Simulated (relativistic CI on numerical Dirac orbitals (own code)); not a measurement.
# Energy levels of Ar⁸⁺

These numbers are calculated, not measured: Dirac-Coulomb-Breit CI, separate exchange-only KLI orbitals for each configuration, model QED, valence Slater integrals scaled by 0.9, P86 correlation estimate, and configurations built on the next ion tied to the tabulated ionisation energy (semi-empirical) (own radial code, finite nucleus).

Configuration list (outside the closed core 1s2): 2s2 2p6, 2s2 2p5 3s, 2s2 2p5 3p, 2s2 2p5 3d, 2s2 2p5 4s, 2s 2p6 3s, 2s 2p6 3p, 2s2 2p5 4p, 2s2 2p5 4d, 2s2 2p5 4f, 2s 2p6 3d, 2s2 2p4 3s2, 2s2 2p4 3s 3p, 2s 2p6 4s, 2s2 2p4 3p2, 2s2 2p4 3s 3d, 2s 2p6 4p, 2s 2p6 4d, 2s 2p6 4f, 2s2 2p4 3p 3d, 2s 2p5 3s2, 2s2 2p4 3d2, 2s 2p5 3s 3p, 2s 2p5 3p2. Levels of other configurations are missing.

| No. | Configuration | Term | J | E (cm⁻¹) | % | Lifetime (s) | jj configuration (%) |
| --- | --- | --- | --- | --- | --- | --- | --- |
| 1 | 2s2 2p6 | 1S | 0 | 0 | 100 |  | closed (100) |
| 2 | 2s2 2p5 3s | 3P° | 2 | 2030259 | 100 | 2.81e-04 | 2p3/2^3 3s (100) |
| 3 | 2s2 2p5 3s | 3P° | 1 | 2036504 | 69 | 1.35e-11 | 2p3/2^3 3s (87) |
| 4 | 2s2 2p5 3s | 3P° | 0 | 2048136 | 100 | 1.71e-02 | 2p1/2 2p3/2^4 3s (100) |
| 5 | 2s2 2p5 3s | 1P° | 1 | 2054630 | 69 | 6.07e-12 | 2p1/2 2p3/2^4 3s (87) |
| 6 | 2s2 2p5 3p | 3S | 1 | 2156280 | 94 | 7.28e-10 | 2p3/2^3 3p1/2 (42) |
| 7 | 2s2 2p5 3p | 3D | 3 | 2174865 | 100 | 4.24e-10 | 2p3/2^3 3p3/2 (100) |
| 8 | 2s2 2p5 3p | 3D | 2 | 2175532 | 71 | 4.47e-10 | 2p3/2^3 3p1/2 (95) |
| 9 | 2s2 2p5 3p | 3D | 1 | 2181226 | 53 | 4.23e-10 | 2p3/2^3 3p1/2 (45) |
| 10 | 2s2 2p5 3p | 3P | 2 | 2185894 | 63 | 3.61e-10 | 2p3/2^3 3p3/2 (99) |
| 11 | 2s2 2p5 3p | 3D | 1 | 2193573 | 46 | 4.41e-10 | 2p1/2 2p3/2^4 3p1/2 (80) |
| 12 | 2s2 2p5 3p | 3P | 0 | 2195899 | 99 | 3.33e-10 | 2p1/2 2p3/2^4 3p1/2 (58) |
| 13 | 2s2 2p5 3p | 1D | 2 | 2199019 | 42 | 3.95e-10 | 2p1/2 2p3/2^4 3p3/2 (94) |
| 14 | 2s2 2p5 3p | 3P | 1 | 2199945 | 67 | 3.65e-10 | 2p1/2 2p3/2^4 3p3/2 (81) |
| 15 | 2s2 2p5 3p | 1S | 0 | 2272566 | 98 | 9.96e-11 | 2p3/2^3 3p3/2 (57) |
| 16 | 2s2 2p5 3d | 3P° | 0 | 2355108 | 100 | 1.75e-10 | 2p3/2^3 3d3/2 (100) |
| 17 | 2s2 2p5 3d | 3P° | 1 | 2357052 | 97 | 8.31e-11 | 2p3/2^3 3d3/2 (65) |
| 18 | 2s2 2p5 3d | 3P° | 2 | 2361081 | 89 | 1.76e-10 | 2p3/2^3 3d5/2 (68) |
| 19 | 2s2 2p5 3d | 3F° | 4 | 2363975 | 100 | 1.72e-10 | 2p3/2^3 3d5/2 (100) |
| 20 | 2s2 2p5 3d | 3F° | 3 | 2366948 | 76 | 1.65e-10 | 2p3/2^3 3d3/2 (94) |
| 21 | 2s2 2p5 3d | 3F° | 2 | 2371932 | 61 | 1.61e-10 | 2p3/2^3 3d3/2 (70) |
| 22 | 2s2 2p5 3d | 3D° | 3 | 2375434 | 51 | 1.62e-10 | 2p3/2^3 3d5/2 (96) |
| 23 | 2s2 2p5 3d | 3D° | 1 | 2385390 | 92 | 5.49e-12 | 2p1/2 2p3/2^4 3d3/2 (36) |
| 24 | 2s2 2p5 3d | 1D° | 2 | 2387172 | 39 | 1.57e-10 | 2p1/2 2p3/2^4 3d3/2 (82) |
| 25 | 2s2 2p5 3d | 3D° | 3 | 2389496 | 46 | 1.63e-10 | 2p1/2 2p3/2^4 3d5/2 (91) |
| 26 | 2s2 2p5 3d | 3D° | 2 | 2389678 | 56 | 1.58e-10 | 2p1/2 2p3/2^4 3d5/2 (79) |
| 27 | 2s2 2p5 3d | 1P° | 1 | 2417842 | 93 | 3.59e-13 | 2p1/2 2p3/2^4 3d3/2 (57) |
| 28 | 2s 2p6 3s‡ | 3S | 1 | 2656991 | 96 | 1.27e-11 | 2s 3s (96) |
| 29 | 2s 2p6 3s‡ | 1S | 0 | 2683660 | 98 | 1.97e-11 | 2s 3s (98) |
| 30 | 2s2 2p5 4s | 3P° | 2 | 2702837 | 99 | 2.22e-11 | 2p3/2^3 4s (99) |

Energies count from the lowest computed level; ° marks odd parity; lifetimes are radiative, by E1, M1, E2, M2, E3 decay to levels of this space only. Filled j subshells are mostly left out of the jj labels. ‡ marks configurations that were not tied to measured data.

The mean weight of the leading LS term, summed over parents, in these 30 levels is 79 %, and that of the leading jj configuration (from the same eigenvectors) 82 %.

Configurations that consist of the next ion and one excited electron were tied to the tabulated ionisation energy; Rydberg ones are usually within 1,000 to 3,000 cm⁻¹ and the lowest ones within about 6,000 (9,000 in d shells), while levels on excited terms of the next ion carry the error of that term, and the other configurations can be misplaced by 10,000 cm⁻¹ or more. Rates follow the energies as ν³ (E1, M1) or ν⁵ (E2), so rates, branching and lifetimes can be off by large factors.

LS names give the leading component of a level, which can be under half, so a name can repeat, a term be missing and a line seem to break the LS rules.
